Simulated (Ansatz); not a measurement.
`[AlH2][SiH2][SiH2][SiH3]`. The species carries charge 0 and has multiplicity 1.

Z-matrix (Å, degrees):
```
Si
Si 1 2.337
Al 1 2.466 2 96.3
H 1 1.490 2 111.5 3 123.1
H 1 1.491 2 107.2 3 -118.5
Si 2 2.336 1 95.5 3 35.5
H 2 1.489 1 111.5 3 -74.9
H 2 1.488 1 120.7 3 154.7
H 3 1.590 1 116.2 2 69.8
H 3 1.588 1 121.4 2 -122.2
H 6 1.485 2 112.9 1 69.8
H 6 1.486 2 120.6 1 -157.5
H 6 1.531 2 104.8 1 -42.2
```

(1) List the harmonic frequencies (cm⁻¹, unscaled) at PBE0-D4/def2-TZVP in Ansatz. (Best estimate.)

(2) Is this a minimum?

(3) Give the ideal-gas thermochemistry at 298.15 K and 1 bar (rigid rotor, harmonic oscillator; point group C1, symmetry number 1).

(4) And at 400, 500, 600, 800 and 1000 K?

Results:

(1) The calculation gave: 51, 81, 156, 191, 282, 336, 376, 384, 409, 424, 441, 504, 514, 554, 618, 638, 672, 707, 750, 875, 904, 907, 931, 1010, 1901, 1916, 2013, 2194, 2204, 2208, 2220, 2227, 2242.

(2) Yes, all 33 modes are real.

(3) Zero-point energy 190.4 kJ/mol; H(298) − E = 217.8 kJ/mol; entropy 392.1 J/(mol·K), of which translation 168.6, rotation 118.5, vibration 105.0; G(298) − E = 100.9 kJ/mol. Modes under 100 cm⁻¹ are hindered rotations or soft bends, so the harmonic entropy is rough.

(4) 
```json
{"T (K)": "400", "H − E (kJ/mol)": "234.9", "S (J/mol/K)": "441.2", "G − E (kJ/mol)": "58.4"}
{"T (K)": "500", "H − E (kJ/mol)": "253.9", "S (J/mol/K)": "483.7", "G − E (kJ/mol)": "12.1"}
{"T (K)": "600", "H − E (kJ/mol)": "274.8", "S (J/mol/K)": "521.6", "G − E (kJ/mol)": "-38.2"}
{"T (K)": "800", "H − E (kJ/mol)": "320.6", "S (J/mol/K)": "587.4", "G − E (kJ/mol)": "-149.3"}
{"T (K)": "1000", "H − E (kJ/mol)": "370.5", "S (J/mol/K)": "643.0", "G − E (kJ/mol)": "-272.5"}
```
